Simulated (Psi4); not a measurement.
C6H13O (SMILES [CH2]C(C)CC(C)O), doublet, at a GFN2-xTB geometry; BLYP/STO-3G (Psi4 1.11).

Psi4 was given this input:
```
memory 2 GB

molecule mol {
0 2
C    -1.385426   -1.246117   -1.158260
C    -1.281644   -0.781560    0.237417
C    -2.066712    0.506019    0.473819
C     0.196911   -0.644188    0.664779
C     0.998287    0.309930   -0.227567
C     2.489919   -0.026826   -0.195510
O     0.774205    1.630347    0.229659
H    -0.800273   -2.081416   -1.492898
H    -2.076324   -0.797064   -1.843326
H    -1.703532   -1.559055    0.901847
H    -3.107006    0.372851    0.185306
H    -2.029430    0.784855    1.523779
H    -1.640764    1.319222   -0.105366
H     0.248040   -0.273467    1.688973
H     0.662524   -1.629860    0.626602
H     0.628256    0.209413   -1.264173
H     3.052859    0.675857   -0.809144
H     2.660869   -1.029080   -0.578346
H     2.860578    0.030799    0.825695
H     1.342551    2.230620   -0.264295
}

set {
  basis sto-3g
  reference uks
  scf_type pk
  puream true
  d_convergence 1e-8
  dft_radial_points 99
  dft_spherical_points 590
}

energy('blyp')
print_variables()
```

Output, abridged:

```
   => Loading Basis Set <=

    Name: STO-3G
    Role: ORBITAL
    Keyword: BASIS

         ---------------------------------------------------------
                                   SCF
               by Justin Turney, Rob Parrish, Andy Simmonett
                          and Daniel G. A. Smith
                              UKS Reference
         ---------------------------------------------------------

  ==> Geometry <==

    Molecular point group: c1
    Full point group: C1

    Geometry (in Angstrom), charge = 0, multiplicity = 2:

       Center              X                  Y                   Z               Mass
    ------------   -----------------  -----------------  -----------------  -----------------
         C           -1.384421816769    -1.263173620430    -1.164189269701    12.000000000000
         C           -1.280639816769    -0.798616620430     0.231487730299    12.000000000000
         C           -2.065707816769     0.488962379570     0.467889730299    12.000000000000
         C            0.197915183231    -0.661244620430     0.658849730299    12.000000000000
         C            0.999291183231     0.292873379570    -0.233496269701    12.000000000000
         C            2.490923183231    -0.043882620430    -0.201439269701    12.000000000000
         O            0.775209183231     1.613290379570     0.223729730299    15.994914619570
         H           -0.799268816769    -2.098472620430    -1.498827269701     1.007825032230
         H           -2.075319816769    -0.814120620430    -1.849255269701     1.007825032230
         H           -1.702527816769    -1.576111620430     0.895917730299     1.007825032230
         H           -3.106001816769     0.355794379570     0.179376730299     1.007825032230
         H           -2.028425816769     0.767798379570     1.517849730299     1.007825032230
         H           -1.639759816769     1.302165379570    -0.111295269701     1.007825032230
         H            0.249044183231    -0.290523620430     1.683043730299     1.007825032230
         H            0.663528183231    -1.646916620430     0.620672730299     1.007825032230
         H            0.629260183231     0.192356379570    -1.270102269701     1.007825032230
         H            3.053863183231     0.658800379570    -0.815073269701     1.007825032230
         H            2.661873183231    -1.046136620430    -0.584275269701     1.007825032230
         H            2.861582183231     0.013742379570     0.819765730299     1.007825032230
         H            1.343555183231     2.213563379570    -0.270224269701     1.007825032230

  Running in c1 symmetry.

  Rotational constants: A =      0.13302  B =      0.05831  C =      0.04853 [cm^-1]
  Rotational constants: A =   3987.84934  B =   1748.05478  C =   1455.00844 [MHz]
  Nuclear repulsion =  327.925559477315062

  Charge       = 0
  Multiplicity = 2
  Electrons    = 57
  Nalpha       = 29
  Nbeta        = 28

  ==> Algorithm <==

  SCF Algorithm Type is PK.
  DIIS enabled.
  MOM disabled.
  Fractional occupation disabled.
  Guess Type is SAD.
  Energy threshold   = 1.00e-06
  Density threshold  = 1.00e-08
  Integral threshold = 1.00e-12

  ==> Primary Basis <==

  Basis Set: STO-3G
    Blend: STO-3G
    Number of shells: 34
    Number of basis functions: 48
    Number of Cartesian functions: 48
    Spherical Harmonics?: true
    Max angular momentum: 1

  ==> DFT Potential <==

   => LibXC <=

    Version 7.1.2
    S. Lehtola, C. Steigemann, M. J. T. Oliveira, and M. A. L. Marques,  SoftwareX 7, 1–5 (2018) (10.1016/j.softx.2017.11.002)

   => Composite Functional: BLYP <=

    BLYP GGA Exchange-Correlation Functional

    P.J. Stephens et. al., J. Phys. Chem., 98, 11623-11627, 1994
    B. Miehlich et. al., Chem. Phys. Lett., 157(3), 200-206 1989

    Deriv               =              1
    GGA                 =           TRUE
    Meta                =          FALSE

    Exchange Hybrid     =          FALSE
    MP2 Hybrid          =          FALSE

   => Exchange Functionals <=

    1.0000     XC_GGA_X_B88

   => Correlation Functionals <=

    1.0000     XC_GGA_C_LYP

   => LibXC Density Thresholds  <==

    XC_GGA_C_LYP:  1.00E-14
    XC_GGA_X_B88:  1.00E-15

   => Molecular Quadrature <=

    Radial Scheme          =       TREUTLER
    Pruning Scheme         =           NONE
    Nuclear Scheme         =       TREUTLER

    Blocking Scheme        =         OCTREE
    BS radius alpha        =              1
    Pruning alpha          =              1
    Radial Points          =             99
    Spherical Points       =            590
    Total Points           =        1071322
    Total Blocks           =           7236
    Max Points             =            256
    Max Functions          =             45
    Weights Tolerance      =       1.00E-15

  ==> Integral Setup <==

  Using in-core PK algorithm.
   Calculation information:
      Number of atoms:                  20
      Number of AO shells:              34
      Number of primitives:            102
      Number of atomic orbitals:        48
      Number of basis functions:        48

      Integral cutoff                 1.00e-12
      Number of threads:                 1

  Performing in-core PK
  Using 1384152 doubles for integral storage.
  We computed 166526 shell quartets total.
  Whereas there are 177310 unique shell quartets.

  ==> DiskJK: Disk-Based J/K Matrices <==

    J tasked:                  Yes
    K tasked:                   No
    wK tasked:                  No
    Schwarz Cutoff:          1E-12

  Minimum eigenvalue in the overlap matrix is 1.9778387253E-01.
  Reciprocal condition number of the overlap matrix is 7.5448489913E-02.
    Using symmetric orthogonalization.

  ==> Pre-Iterations <==

  SCF Guess: Superposition of Atomic Densities via on-the-fly atomic UHF (no occupation information).

   -------------------------
    Irrep   Nso     Nmo
   -------------------------
     A         48      48
   -------------------------
    Total      48      48
   -------------------------

  ==> Iterations <==

                        Total Energy        Delta E     RMS |[F,P]|

   @UKS iter SAD:  -304.14880006421822   -3.04149e+02   0.00000e+00
   @UKS iter   1:  -307.47153736291767   -3.32274e+00   4.28011e-03 ADIIS/DIIS
   @UKS iter   2:  -307.45412634701842    1.74110e-02   5.76991e-03 ADIIS/DIIS
   @UKS iter   3:  -307.49934764387888   -4.52213e-02   4.44027e-04 ADIIS/DIIS
   @UKS iter   4:  -307.49963265169595   -2.85008e-04   2.12784e-04 ADIIS/DIIS
   @UKS iter   5:  -307.49970255542667   -6.99037e-05   4.21023e-05 DIIS
   @UKS iter   6:  -307.49970601470397   -3.45928e-06   1.36201e-05 DIIS
   @UKS iter   7:  -307.49970632546143   -3.10757e-07   5.58756e-06 DIIS
   @UKS iter   8:  -307.49970637424184   -4.87804e-08   7.92372e-07 DIIS
   @UKS iter   9:  -307.49970637532840   -1.08656e-09   2.90730e-07 DIIS
   @UKS iter  10:  -307.49970637546528   -1.36879e-10   8.11604e-08 DIIS
   @UKS iter  11:  -307.49970637547898   -1.36993e-11   2.76039e-08 DIIS
   @UKS iter  12:  -307.49970637548057   -1.59162e-12   1.08320e-08 DIIS
   @UKS iter  13:  -307.49970637548029    2.84217e-13   2.42124e-09 DIIS
  Energy and wave function converged.

  ==> Post-Iterations <==

   Electrons on quadrature grid:
      Nalpha   =   28.9999980155 ; deviation = -1.984e-06
      Nbeta    =   27.9999981879 ; deviation = -1.812e-06
      Ntotal   =   56.9999962034 ; deviation = -3.797e-06

   @Spin Contamination Metric:   3.160746732E-03
   @S^2 Expected:                7.500000000E-01
   @S^2 Observed:                7.531607467E-01
   @S   Expected:                5.000000000E-01
   @S   Observed:                5.000000000E-01

    Orbital Energies [Eh]
    ---------------------

    Alpha Occupied:

[...]
    Alpha Virtual:

[...]
      48A      0.542500

    Beta Occupied:

[...]
      28A     -0.065539

    Beta Virtual:

[...]
    Final Occupation by Irrep:
              A
    DOCC [    28 ]
    SOCC [     1 ]
    NA   [    29 ]
    NB   [    28 ]

  @UKS Final Energy:  -307.49970637548029

   => Energetics <=

    Nuclear Repulsion Energy =            327.9255594773150619
    One-Electron Energy =               -1067.8358060877662865
    Two-Electron Energy =                 478.3461411145135571
    DFT Exchange-Correlation Energy =     -45.9356008795427044
    Empirical Dispersion Energy =           0.0000000000000000
    VV10 Nonlocal Energy =                  0.0000000000000000
    Total Energy =                       -307.4997063754802866

  UHF NO Occupations:
  HONO-2 :   27  A 1.9997122
  HONO-1 :   28  A 1.9991150
  HONO-0 :   29  A 1.0000000
  LUNO+0 :   30  A 0.0008850
  LUNO+1 :   31  A 0.0002878
  LUNO+2 :   32  A 0.0002635
  LUNO+3 :   33  A 0.0001186

Computation Completed

Properties will be evaluated at   0.000000,   0.000000,   0.000000 [a0]

Properties computed using the SCF density matrix

 Multipole Moments:

 ------------------------------------------------------------------------------------
     Multipole            Electronic (a.u.)      Nuclear  (a.u.)        Total (a.u.)
 ------------------------------------------------------------------------------------

 L = 1.  Multiply by 2.5417464519 to convert [e a0] to [Debye]
 Dipole X            :          0.2597438            0.1081612            0.3679050
 Dipole Y            :          1.8067098           -1.8372453           -0.0305355
 Dipole Z            :          0.3917439           -0.6386790           -0.2469351
 Magnitude           :                                                    0.4441435

 ------------------------------------------------------------------------------------

  Variable Map:
  ----------------------------------------------------------------------------
[...]
  Array Variable Map:
  ----------------------------------------------------------------------------
[...]
[...]
```
